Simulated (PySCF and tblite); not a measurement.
Results of a calculation; reference values are marked as such.
# Ring inversion: stationary points, barriers and rates

System: C₆H₈O, numbered as in [CH:1]1=[CH:2][CH2:3][O:4][CH:5]=[CH:6][CH2:7]1.

Motion: inversion of the 7-membered ring (1–2–3–4–5–6–7). Level: PBE0/pcSseg-1 + D3(BJ) on GFN2-xTB stationary points, with GFN2-xTB thermal terms. Rate constants are transition-state-theory values, counting equivalent paths, without tunnelling. Programs: tblite and PySCF.

```json
{"point": "start", "symmetry": "C1", "E(GFN2) kcal/mol": "0.0", "E(DFT) kcal/mol": "0.0", "ZPE change kcal/mol": "0.00", "lowest mode cm⁻¹": "122", "dipole D": "1.29"}
{"point": "saddle", "symmetry": "Cs", "E(GFN2) kcal/mol": "3.8", "E(DFT) kcal/mol": "2.1", "ZPE change kcal/mol": "-0.56", "lowest mode cm⁻¹": "130i", "dipole D": "1.18"}
{"point": "end", "symmetry": "C1", "E(GFN2) kcal/mol": "0.0", "E(DFT) kcal/mol": "0.0", "ZPE change kcal/mol": "0.00", "lowest mode cm⁻¹": "122", "dipole D": "1.29"}
```

| Property | Result |
| --- | --- |
| Electronic barrier | 2.1 kcal/mol |
| Barrier with zero-point energy | 1.5 kcal/mol |
| ΔH‡ (298 K) | 1.2 kcal/mol |
| ΔS‡ (298 K, symmetry apart) | -1.4 cal/(mol K) |
| Paths | 1 equivalent path |
| End point | the same structure with atoms interchanged, or its mirror image |
| Mean lifetime of the start against this motion at 298 K | 2.6 ps |
| Cost | 40 s on 1 thread of Arm Neoverse V2, shared host (rough), peak memory 0.76 GiB, launched as `OMP_NUM_THREADS=1 python ens_run.py task.json out` |

```json
{"T/K": "150", "ΔG‡ kcal/mol": "1.5", "k s⁻¹": "2.2×10¹⁰"}
{"T/K": "200", "ΔG‡ kcal/mol": "1.5", "k s⁻¹": "9.1×10¹⁰"}
{"T/K": "250", "ΔG‡ kcal/mol": "1.6", "k s⁻¹": "2.2×10¹¹"}
{"T/K": "298", "ΔG‡ kcal/mol": "1.6", "k s⁻¹": "3.8×10¹¹"}
{"T/K": "350", "ΔG‡ kcal/mol": "1.8", "k s⁻¹": "5.9×10¹¹"}
{"T/K": "400", "ΔG‡ kcal/mol": "1.9", "k s⁻¹": "8.1×10¹¹"}
{"T/K": "500", "ΔG‡ kcal/mol": "2.1", "k s⁻¹": "1.2×10¹²"}
```

ΔG and ΔG‡ leave out symmetry numbers and mirror images; rates count paths: 1 out.
